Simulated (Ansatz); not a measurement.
`C[CH2][GeH3]` + H–F → `[F][GeH3]` + `CC`  (ligand exchange at a Ge–C bond)

Gas-phase electronic energies from Ansatz, PBE0-D4/def2-TZVP geometries. CCSD(T)/CBS is the MP2 limit (def2-TZVPP, def2-QZVPP) plus CCSD(T) − MP2 in def2-TZVPP, frozen cores. This one scheme is used for every species. Functionals use def2-TZVPP. For Ge outer-core shells are correlated without core-valence functions, which leaves a few kJ/mol of doubt a bond. Scalar relativity is left out up to krypton.

Is it downhill or uphill in electronic energy at CCSD(T)/CBS, and by how much? (Best estimate.)

Ansatz gave: Downhill: ΔE = -65.1 kJ/mol.

What do these levels give: B2PLYP, LC-ωPBE, HF/def2-TZVPP, HF/def2-QZVPP, MP2/CBS(def2), CCSD/CBS(def2)? (Best estimate.)

The calculation gave: B2PLYP -83.9, LC-ωPBE -79.6, HF/def2-TZVPP -103.3, HF/def2-QZVPP -106.1, MP2/CBS(def2) -62.3, CCSD/CBS(def2) -68.3 kJ/mol.

Largest T1 diagnostic among the species: 0.012.

From r2SCAN to r2SCAN0 (25 % exact exchange), in def2-TZVPP and without D4, ΔE moves by +3.4 kJ/mol. In def2-TZVPP, CCSD(T) changes the Hartree–Fock value by +33.6 kJ/mol (the triples alone add +3.1 kJ/mol) and MP2 by +36.5 kJ/mol. Leaving LDA and LC-ωPBE aside and taking each functional with its dispersion term where it has one, the values, not all of them listed here, spread over 20.2 kJ/mol, from B97M-V to revPBE-D4. LDA lies +13.8 kJ/mol from PBE without D4.
